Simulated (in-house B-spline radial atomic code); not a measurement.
A calculation on La4+ (an excited or competing configuration): its settings, and results tabulated from the run. All numbers are computed (scalar-relativistic (X2C) TPSSh, spin-polarised, spherical fractional occupations, exact exchange averaged over the configuration; Fermi nucleus of rms radius 4.855 fm) with a B-spline radial code for spherical atoms, not measured.

Command:
```bash
python run_scf.py task.json out
```
Settings (nuclear radius in fm, mass in u):
```
Z                57
configuration    [Kr] 4d10 5s1 5p5 6f1
hamiltonian      x2c
method           tpssh
spin_polarised   True
nucleus          fermi
rms_radius       4.855
atomic_mass      138.90636
speed_of_light   137.035999084
exact_exchange   averaged over the configuration
```

Output (hartree, bohr):
```
 radial grid: 73 intervals, B-splines of order 8, outer radius 40.8511 bohr

 iter        energy (Eh)    residual
    1       -8486.554279    9.49e-02
    2       -8486.559142    1.65e-03
    3       -8486.559186    4.44e-04
    4       -8486.559190    1.74e-04
    5       -8486.559191    3.14e-05
    6       -8486.559191    1.20e-05
    7       -8486.559191    2.21e-06
    8       -8486.559191    2.83e-07

 total energy                     -8486.55919
 kinetic                            9084.0782
 electron-nucleus                 -20558.2483
 Hartree                            3191.4486
 exact exchange                      -20.0716
 exchange-correlation               -183.7661

 orbital      occ     eigenvalue          <r>       <r^2>       <1/r>       r_max
 1s up      1.000     -1425.5490    0.0244111 0.000819131     65.6326      0.0153
 1s down    1.000     -1425.5409    0.0244112 0.000819132     65.6324      0.0153
 2s up      1.000      -228.8890      0.10681   0.0135236     15.0217     0.09076
 2s down    1.000      -228.8845      0.10681   0.0135236     15.0215     0.09076
 2p up      3.000      -205.4601    0.0938859   0.0107756     13.6411     0.07274
 2p down    3.000      -205.4549    0.0938865   0.0107757      13.641     0.07274
 3s up      1.000       -50.6434     0.284481    0.092612     5.34732      0.2602
 3s down    1.000       -50.6363     0.284481   0.0926092     5.34701      0.2602
 3p up      3.000       -43.1026     0.282542   0.0926375     4.94031      0.2545
 3p down    3.000       -43.0956     0.282533   0.0926293     4.94029      0.2545
 3d up      5.000       -32.1730     0.259916   0.0796843     4.64826      0.2102
 3d down    5.000       -32.1666     0.259897   0.0796699     4.64847      0.2102
 4s up      1.000       -11.7630     0.653723    0.481935     2.18794      0.6082
 4s down    1.000       -11.7458     0.653941    0.482119     2.18617      0.6086
 4p up      3.000        -9.2911     0.691698     0.54361     1.99318      0.6346
 4p down    3.000        -9.2755     0.691417    0.542901     1.99298      0.6349
 4d up      5.000        -5.6731     0.764819    0.677483     1.72921      0.6703
 4d down    5.000        -5.6537     0.762511    0.672653     1.73295      0.6702
 5s up      1.000        -3.1486      1.49405     2.48729     0.89214       1.386
 5p up      3.000        -2.4636      1.65907     3.07524    0.789507       1.527
 5p down    2.000        -2.3680      1.67105     3.12472     0.78438       1.532
 6f up      1.000        -0.4697      6.19461     43.5153    0.230084       6.529
```

Time taken, with all properties: 0.56 s on 1 thread of Intel(R) Xeon(R) 6975P-C (shared host).

One-electron X2C: radii and densities carry no picture-change correction, so inner-shell <1/r> comes out high (for 1s by about 2 % at Z = 33, 5 % at 54, 10 % at 75, 30 % at 118) and <r> low.
